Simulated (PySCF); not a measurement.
## Correlation energy of Ni¹⁵⁺ (nickel, charge +15)

Starting occupation: [Ne] 3s2 3p1, 3p1/2 with m_j = +1/2. All numbers are calculated (PySCF 2.14, X2C-1e with screened-nucleus spin-orbit coupling, Gaussian nucleus, in an even-tempered Gaussian basis (19 s from 1.3 bohr⁻², ratio 2.4; 13 p from 1.7 bohr⁻², ratio 2.4; 5 d from 6.8 bohr⁻², ratio 2.6; 4 f from 10 bohr⁻², ratio 2.6)). Frozen: 1s2; 11 electrons correlated; the 50 highest virtual spinors left out.

MP2 pair energies summed by pair of shells (mhartree):

```
       pair  energy  share (%)
2p3/2-2p3/2  -91.22       21.7
2p1/2-2p3/2  -91.01       21.6
3s1/2-3s1/2  -45.72       10.9
2p3/2-2s1/2  -39.79        9.4
2p3/2-3s1/2  -29.60        7.0
3p1/2-3s1/2  -29.29        7.0
2p1/2-2p1/2  -20.74        4.9
2p1/2-2s1/2  -19.14        4.5
2p3/2-3p1/2  -14.45        3.4
2p1/2-3s1/2  -13.40        3.2
2s1/2-2s1/2  -10.35        2.5
2s1/2-3s1/2   -6.89        1.6
2p1/2-3p1/2   -5.75        1.4
2s1/2-3p1/2   -3.88        0.9
```

Total MP2 correlation energy: -421.22 mhartree.
